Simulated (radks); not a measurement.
Values are calculated unless marked as measured or tabulated.
Problem. All-electron atom: Mn in [Ar] 3d5 4s1 4p1 (not the ground configuration). Level of theory: scalar-relativistic Kohn-Sham, PBE, spin-unpolarised, spherical densities, point nucleus (a radial shooting solver on a logarithmic mesh with Libxc functionals). Some entries of the table are withheld. Estimate them.

orbital  occ.  eigenvalue (eV)  <1/r> (bohr^-1)
1s          2        -6431.187            24.93
2s          2        -745.4968            5.305
2p          6        -631.7423            5.202
3s          2              (1)              (2)
3p          6         -56.2242            1.521
3d          5          -8.3344            1.135
4s          1          -6.0936           0.4323
4p          1              (3)           0.3052

Solution. 
(1) 3s eigenvalue (eV): -87.5065
(2) 3s <1/r> (bohr^-1): 1.660
(3) 4p eigenvalue (eV): -2.1185
